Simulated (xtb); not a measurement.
CH₃ (SMILES [CH3-]), charge -1, singlet, from a rough starting geometry; xtb with GFN2-xTB.

The xtb input:
```
$ xtb mol.xyz --gfn 2 --chrg -1 --opt vtight --json

# file mol.xyz
4

C      0.11820778     0.11267840     0.18822059
H     -0.48493709    -0.43353524     0.76784752
H      0.79896860    -0.43300128    -0.47527219
H     -0.44993090     0.76030826    -0.48302091
```

It wrote (shortened):

```
   ID    Z sym.   atoms
    1    6 C      1
    2    1 H      2-4

           -------------------------------------------------
          |                Calculation Setup                |
           -------------------------------------------------

           -------------------------------------------------
          |                 G F N 2 - x T B                 |
           -------------------------------------------------

          ...................................................
          :                      SETUP                      :
          :.................................................:
          :  # basis functions                   7          :
          :  # atomic orbitals                   7          :
          :  # shells                            5          :
          :  # electrons                         8          :
          :  max. iterations                   250          :
          :  Hamiltonian                  GFN2-xTB          :
          :  restarted?                      false          :
          :  GBSA solvation                  false          :
          :  PC potential                    false          :
          :  electronic temp.          300.0000000     K    :
          :  accuracy                    1.0000000          :
          :  -> integral cutoff          0.2500000E+02      :
          :  -> integral neglect         0.1000000E-07      :
          :  -> SCF convergence          0.1000000E-05 Eh   :
          :  -> wf. convergence          0.1000000E-03 e    :
          :  Broyden damping             0.4000000          :
          :  net charge                         -1          :
          :  unpaired electrons                  0          :
          ...................................................

 iter      E             dE          RMSdq      gap      omega  full diag
   1     -3.7581758 -0.375818E+01  0.454E+00   12.40       0.0  T
   2     -3.7666906 -0.851481E-02  0.205E+00   12.65       1.0  T
   3     -3.7675507 -0.860098E-03  0.494E-01   12.76       1.0  T
   4     -3.7676088 -0.581026E-04  0.785E-02   12.70       1.0  T
   5     -3.7676090 -0.145390E-06  0.393E-02   12.71       1.3  T
   6     -3.7676107 -0.176116E-05  0.203E-03   12.71      24.7  T
   7     -3.7676107 -0.160351E-08  0.654E-04   12.71      76.4  T
   8     -3.7676107 -0.380393E-09  0.116E-04   12.71     430.5  T

   *** convergence criteria satisfied after 8 iterations ***

[...]
         :: total energy              -3.701277433867 Eh    ::
 * total energy  :    -3.7012774 Eh     change       -0.1278089E-10 Eh
 * total energy  :    -3.7150128 Eh     change       -0.1373534E-01 Eh
 * total energy  :    -3.7176047 Eh     change       -0.2591919E-02 Eh
 * total energy  :    -3.7182491 Eh     change       -0.6444155E-03 Eh
 * total energy  :    -3.7182918 Eh     change       -0.4264854E-04 Eh
 * total energy  :    -3.7183063 Eh     change       -0.1450345E-04 Eh
 * total energy  :    -3.7183080 Eh     change       -0.1745955E-05 Eh
 * total energy  :    -3.7183082 Eh     change       -0.2165439E-06 Eh
 * total energy  :    -3.7183082 Eh     change       -0.1110706E-08 Eh
   *** GEOMETRY OPTIMIZATION CONVERGED AFTER 9 ITERATIONS ***
         :: total energy              -3.718308223974 Eh    ::
[...]
         4        2.0000           -0.0017171              -0.0467 (HOMO)
         5                          0.4301461              11.7049 (LUMO)
         6                          0.4301504              11.7050
         7                          0.4367873              11.8856
      -------------------------------------------------------------
                  HL-Gap            0.4318632 Eh           11.7516 eV
             Fermi-level            0.2142145 Eh            5.8291 eV

     #   Z          covCN         q      C6AA      α(0)
     1   6 C        2.739    -0.321    37.014     9.961
     2   1 H        0.913    -0.226    13.050     5.651
     3   1 H        0.913    -0.226    13.050     5.651
     4   1 H        0.913    -0.226    13.050     5.650

 Mol. C6AA /au·bohr⁶  :        286.157750
 Mol. C8AA /au·bohr⁸  :       4952.701360
 Mol. α(0) /au        :         26.912697

Wiberg/Mayer (AO) data.
largest (>0.10) Wiberg bond orders for each atom

 ---------------------------------------------------------------------------
     #   Z sym  total        # sym  WBO       # sym  WBO       # sym  WBO
 ---------------------------------------------------------------------------
     1   6 C    2.846 --     4 H    0.949     3 H    0.949     2 H    0.949
     2   1 H    0.949 --     1 C    0.949
     3   1 H    0.949 --     1 C    0.949
     4   1 H    0.949 --     1 C    0.949
 ---------------------------------------------------------------------------

Topologies differ in total number of bonds
Writing topology from bond orders to xtbtopo.mol

molecular dipole:
                 x           y           z       tot (Debye)
 q only:       -0.029      -0.043      -0.039
   full:       -0.420      -0.450      -0.456       1.947
molecular quadrupole (traceless):
                xx          xy          yy          xz          yz          zz
 q only:       -0.037       0.521       0.005       0.533       0.555       0.031
  q+dip:        0.008       0.009      -0.007       0.012       0.004      -0.001
   full:        0.029      -0.284      -0.010      -0.288      -0.309      -0.019

optimized geometry written to: xtbopt.xyz

           -------------------------------------------------
          | TOTAL ENERGY               -3.718308223974 Eh   |
          | GRADIENT NORM               0.000006508404 Eh/α |
          | HOMO-LUMO GAP              11.751594899158 eV   |
           -------------------------------------------------

normal termination of xtb
```
